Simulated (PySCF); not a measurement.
C11H7FO.
Bonds: O1–C2 (double), C2–F3, C2–C4, C4–C5 (aromatic), C5–C6 (aromatic), C6–C7 (aromatic), C7–C8 (aromatic), C8–C9 (aromatic), C9–C10 (aromatic), C10–C11 (aromatic), C11–C12 (aromatic), C12–C13 (aromatic), C4–C13 (aromatic), C8–C13 (aromatic). Hydrogens: H14 on C5; H15 on C6; H16 on C7; H17 on C9; H18 on C10; H19 on C11; H20 on C12.

Method: PBE0-D3(BJ)/def2-SVP geometry optimisation, gas phase (PySCF); density fitting, grid level 1; the optimiser is geomeTRIC in internal coordinates, started from a GFN2-xTB structure with every atom displaced at random (about 0.01 Å).

Step 1: E = -16256.0014 eV
```
atom  x, y, z in Å  |  force x, y, z in eV/Å
O1     -1.5267    2.9734   -0.3478   -0.060  -0.075  -0.269
C2     -2.0215    1.9399   -0.0282    0.502   0.199   0.559
F3     -3.2558    1.9489    0.4886   -0.380  -0.084  -0.170
C4     -1.4161    0.5932    0.0206    0.476  -0.128  -0.142
C5     -2.2396   -0.4932    0.2610   -0.084   0.010  -0.015
C6     -1.7272   -1.7992    0.3661   -0.007   0.052  -0.045
C7     -0.3750   -2.0069    0.2498   -0.004  -0.248   0.042
C8      0.5172   -0.9322    0.0213    0.186   0.059   0.016
C9      1.9168   -1.1601   -0.0429   -0.107  -0.085  -0.091
C10     2.7891   -0.1196   -0.2398    0.152  -0.002  -0.009
C11     2.2943    1.1921   -0.3768   -0.064   0.108  -0.014
C12     0.9421    1.4537   -0.3179    0.150  -0.055  -0.029
C13     0.0166    0.4010   -0.1176   -0.665   0.055   0.170
H14    -3.3123   -0.3289    0.3736    0.023   0.015   0.008
H15    -2.4079   -2.6324    0.5475    0.002  -0.023   0.007
H16     0.0385   -3.0184    0.3494   -0.039   0.135  -0.027
H17     2.2848   -2.1845    0.0570   -0.005   0.006   0.033
H18     3.8662   -0.3027   -0.2875   -0.043  -0.002   0.001
H19     2.9922    2.0183   -0.5302    0.006   0.008   0.003
H20     0.5745    2.4710   -0.4195   -0.039   0.054  -0.028
```

Step 2: E = -16255.9913 eV
```
atom  x, y, z in Å  |  force x, y, z in eV/Å
O1     -1.5199    2.9551   -0.3986    0.065   0.126   0.509
C2     -2.0005    1.9502    0.0184   -0.221  -0.287  -1.279
F3     -3.3198    1.9165    0.2750   -0.040   0.144   0.343
C4     -1.4016    0.6014    0.0906    0.323   0.044   0.388
C5     -2.2371   -0.4812    0.3058    0.044  -0.059   0.051
C6     -1.7251   -1.7900    0.3828   -0.070  -0.052  -0.023
C7     -0.3749   -2.0114    0.2583    0.004   0.049  -0.005
C8      0.5227   -0.9343    0.0470    0.053   0.021  -0.016
C9      1.9185   -1.1619   -0.0675   -0.010  -0.052  -0.015
C10     2.7927   -0.1206   -0.2675   -0.001   0.003   0.007
C11     2.2981    1.1970   -0.3657   -0.066  -0.047   0.006
C12     0.9478    1.4522   -0.2638    0.060   0.108   0.003
C13     0.0194    0.4022   -0.0488   -0.169   0.032   0.014
H14    -3.3084   -0.3114    0.4175    0.032  -0.012   0.005
H15    -2.4097   -2.6245    0.5459   -0.001  -0.012  -0.001
H16     0.0301   -3.0252    0.3224   -0.008   0.014   0.006
H17     2.2851   -2.1889    0.0054    0.007  -0.002   0.009
H18     3.8656   -0.3086   -0.3507   -0.004  -0.010  -0.002
H19     2.9913    2.0260   -0.5269   -0.006  -0.004  -0.003
H20     0.5756    2.4710   -0.3524    0.010  -0.005   0.003
```

Step 3: E = -16256.0385 eV
```
atom  x, y, z in Å  |  force x, y, z in eV/Å
O1     -1.5192    2.9683   -0.3607   -0.057  -0.036   0.081
C2     -2.0146    1.9417   -0.0218    0.054  -0.013  -0.107
F3     -3.3189    1.9222    0.3106    0.014   0.031   0.002
C4     -1.4007    0.6001    0.0789    0.075   0.027   0.057
C5     -2.2323   -0.4859    0.2970   -0.051  -0.059   0.019
C6     -1.7258   -1.7960    0.3813    0.015   0.061   0.003
C7     -0.3735   -2.0069    0.2625    0.006  -0.002  -0.009
C8      0.5226   -0.9283    0.0510    0.009  -0.035   0.011
C9      1.9167   -1.1644   -0.0622    0.004   0.029  -0.005
C10     2.7913   -0.1243   -0.2661   -0.026  -0.007   0.005
C11     2.2964    1.1933   -0.3688    0.005   0.021  -0.008
C12     0.9484    1.4593   -0.2686    0.044  -0.017   0.004
C13     0.0199    0.4089   -0.0500   -0.121   0.010  -0.054
H14    -3.3038   -0.3166    0.4015   -0.001   0.002  -0.007
H15    -2.4090   -2.6320    0.5438    0.007   0.005   0.000
H16     0.0360   -3.0179    0.3300    0.011  -0.011   0.000
H17     2.2803   -2.1922    0.0162    0.000   0.004   0.005
H18     3.8637   -0.3138   -0.3496    0.002   0.003  -0.004
H19     2.9926    2.0188   -0.5342    0.004   0.000  -0.003
H20     0.5799    2.4790   -0.3637    0.006  -0.014   0.011
```

Question: Estimate the geometry and energy of step 4. (The exact step hangs on the optimiser's Hessian estimate; all steps are aligned on step 3, rigid shifts and turns removed.)

Answer: E = -16256.0381 eV, largest force 0.129 eV/Å
```
atom  x, y, z in Å  |  force x, y, z in eV/Å
O1     -1.5137    2.9744   -0.3354    0.099  -0.017  -0.018
C2     -2.0109    1.9413   -0.0222   -0.034   0.109   0.035
F3     -3.3173    1.9336    0.3016   -0.043  -0.122   0.003
C4     -1.4026    0.5977    0.0779   -0.006   0.035  -0.014
C5     -2.2383   -0.4865    0.2943    0.099  -0.012   0.004
C6     -1.7233   -1.7925    0.3807   -0.089  -0.083   0.022
C7     -0.3721   -2.0117    0.2639    0.002   0.082  -0.012
C8      0.5227   -0.9331    0.0505    0.011   0.003   0.001
C9      1.9180   -1.1619   -0.0606    0.010  -0.022  -0.002
C10     2.7913   -0.1216   -0.2675    0.021  -0.005  -0.002
C11     2.2970    1.1955   -0.3738   -0.060  -0.064   0.011
C12     0.9475    1.4513   -0.2717   -0.007   0.094  -0.014
C13     0.0158    0.4025   -0.0540    0.021   0.019  -0.018
H14    -3.3105   -0.3187    0.3955    0.006  -0.002  -0.001
H15    -2.4060   -2.6284    0.5441   -0.006  -0.013   0.003
H16     0.0360   -3.0234    0.3347   -0.010   0.002   0.000
H17     2.2851   -2.1878    0.0234    0.003  -0.002  -0.001
H18     3.8640   -0.3105   -0.3501    0.002  -0.007  -0.001
H19     2.9907    2.0231   -0.5404   -0.011  -0.003   0.001
H20     0.5767    2.4700   -0.3638   -0.005   0.009   0.003
```

The energy changes by +0.0004 eV. The first-order estimate −F·Δx gives -0.0038 eV and the mean of the old and new forces, exact on a quadratic surface, +0.0004 eV. The step makes an angle of 70° with the force vector and moves no atom by more than 0.027 Å.

What follows is the cost of the whole optimisation. On one thread of an Arm Neoverse V2, shared host with 96 logical CPUs at a one-minute load of 272, this took 7.6 min and 1.3 GiB of memory at its peak.
